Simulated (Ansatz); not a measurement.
Ansatz (a quantum-chemistry and plane-wave program) input:
A basis named .json is the Basis Set Exchange file of that set.

Ansatz 0.2 input:
```yaml
crystal:
  periodic: [false, false, false]
  atoms:
    - {symbol: Cu, position_ang: [-0.00000000, -0.00000000, -1.65729422]}
    - {symbol: I, position_ang: [0.00000000, 0.00000000, 0.90682137]}
basis:
  gaussian:
    orbitals: def2-TZVPPD.json
    fitting: {mean_field: def2-universal-jkfit, correlation: def2-TZVPPD-RIFIT.json}
magnetization: {spin_polarized: true, initial_magnetization: 2}
correlation: {method: mp2, electrons: outside_noble_gas}
```

Question: Predict the final energy.

Answer: -1936.14743 Eh (RI-MP2/def2-TZVPPD). The basis has 126 functions.

The spin state was set by rule; other spins were not relaxed.
